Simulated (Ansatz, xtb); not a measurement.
CH2F2OSi+: where a starting geometry ends

The starting geometry of this gas-phase doublet was built from a drawn formula by distance geometry and a force field; its bonds are those of `[O]C(F)(F)[SiH2+]`.

```json
{"atom": "C", "x (Å)": "0.7153", "y (Å)": "1.0284", "z (Å)": "0.6056"}
{"atom": "F", "x (Å)": "1.0612", "y (Å)": "0.3074", "z (Å)": "1.7440"}
{"atom": "F", "x (Å)": "1.6094", "y (Å)": "1.9654", "z (Å)": "0.4852"}
{"atom": "O", "x (Å)": "-0.4615", "y (Å)": "1.5048", "z (Å)": "0.8277"}
{"atom": "Si", "x (Å)": "0.8738", "y (Å)": "-0.1494", "z (Å)": "-0.8180"}
{"atom": "H", "x (Å)": "0.1346", "y (Å)": "-1.4384", "z (Å)": "-0.7288"}
{"atom": "H", "x (Å)": "0.7435", "y (Å)": "0.4332", "z (Å)": "-2.2108"}
```

Question: Predict what it relaxes into with r2SCAN-D4/def2-SVP.

Answer: A new bond forms, giving a structure given below by its coordinates. Distances that change by over a tenth: C1–Si5 (1.85 → 2.17 Å). Contacts that close: O4–Si5 (2.69 → 1.74 Å).

The energy falls by 2.97 eV over 14 steps:

| step | E − E(last) (eV) |
| --- | --- |
| 1 | 2.969 |
| 2 | 2.455 |
| 4 | 1.684 |
| 5 | 1.125 |
| 7 | 0.230 |
| 8 | 0.032 |
| 10 | 0.006 |
| 11 | 0.004 |
| 13 | 0.000 |
| 14 | 0.000 |

Final geometry (Å):

| atom | x (Å) | y (Å) | z (Å) |
| --- | --- | --- | --- |
| C | 0.9457 | 1.0719 | 0.8350 |
| F | 1.1511 | 0.4443 | 1.9355 |
| F | 1.6818 | 2.1119 | 0.6810 |
| O | -0.2294 | 1.0152 | 0.2624 |
| Si | 0.4154 | -0.0847 | -0.9260 |
| H | 0.0276 | -1.4820 | -0.6677 |
| H | 0.6843 | 0.5749 | -2.2153 |

From the same start GFN2-xTB ends elsewhere, at `F[C](F)O[SiH2+]`.

No frequencies were run, so the end isn't proven a minimum. Open shells are spin-unrestricted. Run with Ansatz 0.2.0, 41 s on 2 threads of Intel(R) Xeon(R) 6975P-C (Granite Rapids), with other jobs on the host.
